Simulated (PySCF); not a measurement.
Indium: a sound run and one with changed settings

Sound run: In⁺ [Kr] 4d10 5s2, In²⁺ [Kr] 4d10 5s1. Calculation: PySCF 2.14, in x2c-SVPall (6s5p3d, 36 functions); scalar relativity by spin-free X2C-1e. In the sound run the correlated levels freeze [Kr] 4d10. The sound run starts from symmetry-adapted Hartree-Fock orbitals and uses a fine grid where one is needed.

Changed run: initial guess sap, at most 50 SCF cycles.

```tsv
species	method	sound run (hartree)	changed run (hartree)	converged
In⁺	UHF	-5877.42445	-5877.42445	yes
In⁺	M06-2X	-5880.57786	-5880.57786	yes
In⁺	CCSD(T)	-5877.45534	-5877.45534	yes
In²⁺	LDA	-5873.50929	-5873.50929	yes
```

Here the plain start reaches the same solutions.
